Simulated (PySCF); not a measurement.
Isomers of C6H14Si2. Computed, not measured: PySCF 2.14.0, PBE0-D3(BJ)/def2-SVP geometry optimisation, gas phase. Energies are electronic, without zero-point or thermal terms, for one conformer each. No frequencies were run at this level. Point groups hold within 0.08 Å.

Task: Rank from lowest to highest electronic energy at this level (kcal/mol).
A. `[SiH3:1]/[CH:2]=[C:3](/[SiH3:4])[CH:5]1[CH2:6][CH2:7][CH2:8]1` with C2–C3–C5–C6 -146°, C3–C5–C6–C7 -143°, C5–C6–C7–C8 20°, C6–C7–C8–C5 -20°, C3–C5–C8–C7 145°
B. `C1C[SiH]2CC[SiH]1CC2`
C. `[CH2:1]1[CH2:2][SiH2:3][Si@@H:4]([CH:5]2[CH2:6][CH2:7]2)[CH2:8]1` with Si3–Si4–C5–C6 -38°, C8–C1–C2–Si3 53°, C1–C2–Si3–Si4 -28°, C2–Si3–Si4–C5 -115°, Si4–C5–C6–C7 108°
D. `CC(C)([SiH2]C#C[SiH3])C`

Result: B (0.0), C (28.8), D (57.0), A (61.7).

As drawn, the highest has a four-membered ring and a C=C bond outside aromatic rings, which the lowest lacks.

```json
{"SMILES": "C1C[SiH]2CC[SiH]1CC2", "E (Eh)": "-815.22069", "E rel (kcal/mol)": "0.0", "dipole (D)": "0.00", "point group": "D3", "A, B, C (MHz)": "1733, 1470, 1469"}
{"SMILES": "C1C[SiH2][Si@@H](C2CC2)C1", "E (Eh)": "-815.17479", "E rel (kcal/mol)": "28.8", "dipole (D)": "1.12", "point group": "C1", "A, B, C (MHz)": "2318, 980.1, 841.4"}
{"SMILES": "CC(C)(C)[SiH2]C#C[SiH3]", "E (Eh)": "-815.12985", "E rel (kcal/mol)": "57.0", "dipole (D)": "0.94", "point group": "–", "A, B, C (MHz)": "2926, 546.7, 518.9"}
{"SMILES": "[SiH3]/C=C(/[SiH3])C1CCC1", "E (Eh)": "-815.12240", "E rel (kcal/mol)": "61.7", "dipole (D)": "0.77", "point group": "C1", "A, B, C (MHz)": "1541, 1019, 683.8"}
```

Task: How do the relative energies change in single points at PBE0/pcSseg-1 (no added dispersion term) on the same geometries?

Result: 
| SMILES | PBE0-D3(BJ)/def2-SVP (kcal/mol) | PBE0/pcSseg-1 (kcal/mol) | shift |
| --- | --- | --- | --- |
| C1C[SiH]2CC[SiH]1CC2 | 0.0 | 0.0 | 0.0 |
| C1C[SiH2][Si@@H](C2CC2)C1 | 28.8 | 27.3 | -1.5 |
| CC(C)(C)[SiH2]C#C[SiH3] | 57.0 | 50.1 | -6.9 |
| [SiH3]/C=C(/[SiH3])C1CCC1 | 61.7 | 59.3 | -2.4 |

Each column counts from its own lowest isomer. The order is unchanged; the largest shift is 6.9 kcal/mol.
